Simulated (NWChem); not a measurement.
Molecule: C2H6BeFN; SMILES C[N](C)[Be][F]

```xyz
11

Be     0.0000     0.0000    -1.0778
F      0.0000     0.0000    -2.4656
N      0.0000     0.0000     0.4278
C      0.0000    -1.2104     1.2318
C      0.0000     1.2104     1.2318
H     -0.8875    -1.2686     1.8843
H      0.8875    -1.2686     1.8843
H      0.0000    -2.1023     0.5942
H      0.8875     1.2686     1.8843
H     -0.8875     1.2686     1.8843
H      0.0000     2.1023     0.5942
```
Atoms are numbered in this order, from 1.

All runs: NWChem. Geometry: optimised at B3LYP/6-31G* (spherical d).

Task: What does the run give for B3LYP/cc-pVTZ? Quantities: highest occupied level (eV); orbital gap (eV); dipole (D).

Result: 
| Property | Result |
|---|---|
| highest occupied level (eV) | -6.15 |
| orbital gap (eV) | 5.90 |
| dipole (D) | 1.82 |
